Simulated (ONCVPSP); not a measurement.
## Se, ONCV: configuration errors across variants

ONCVPSP 4.0.1 input, shortened (lines: element, Z, core and valence counts, functional; n l f; lmax; l rc ep ncon nbas qcut; lloc lpopt rc5 dvloc0; l nproj debl; icmod fcfact rcfact), PBE, scalar-relativistic:

```
  Se 34.00    3    5        4      upf
    1    0    2.00
    2    0    2.00
    2    1    6.00
    3    0    2.00
    3    1    6.00
    3    2   10.00
    4    0    2.00
    4    1    4.00
    3
    0    1.05    0.00    5    9   10.80
    1    1.10    0.00    3    7   14.30
    2    0.75    0.00    3    7   16.60
    3    1.05    0.36    4    8    9.90
    4    4    0.65    2.00
    0    3    2.20
    1    2    0.40
    2    2    3.30
    3    2    3.80
    0    0.00    0.00
```

All-electron excitation energies from the reference (eV): (1) 3s2 3p6 3d10 4s2 4p3 10.845; (2) 3s2 3p6 3d10 4s2 4p2 31.194; (3) 3s2 3p6 3d10 4s2 4p1 62.062; (4) 3s2 3p6 3d10 4s1 4p5 10.882.

A true bound ghost makes a file unfit for plane-wave use even where its test errors are small: the radial tests pick states by their node count and pass the ghost by.

Errors AE − PS in meV (a dash: test not solved or not reliable):

| change | (1) | (2) | (3) | (4) | bound ghosts | GHOST(+) flags above zero |
| --- | --- | --- | --- | --- | --- | --- |
| base | -0.9 | -2.8 | -5.7 | -0.6 | none | s |
| s: qcut 6.3 | -0.9 | -2.7 | -5.5 | -0.7 | s | s |
| s: qcut 8.8 | -0.9 | -2.7 | -5.6 | -0.7 | s | s |
| s: qcut 10.5 | -0.9 | -2.8 | -5.7 | -0.6 | none | s |
| s: qcut 11.5 | -0.9 | -2.8 | -5.7 | -0.6 | none | s |
| s: qcut 12.9 | -0.9 | -2.8 | -5.9 | -0.6 | none | none |
| s: qcut 13.7 | -0.9 | -2.8 | -5.9 | -0.6 | none | none |
| s: qcut 14.9 | -0.9 | -2.9 | -6.0 | -0.7 | none | none |
| s: qcut 16.3 | -0.9 | -2.9 | -6.1 | -0.7 | none | s |

(1) Give the same row for: s: qcut 7.7.

## Answers

(1) -0.9, -2.7, -5.6, -0.8; bound ghosts: s; GHOST(+) flags above zero: s.
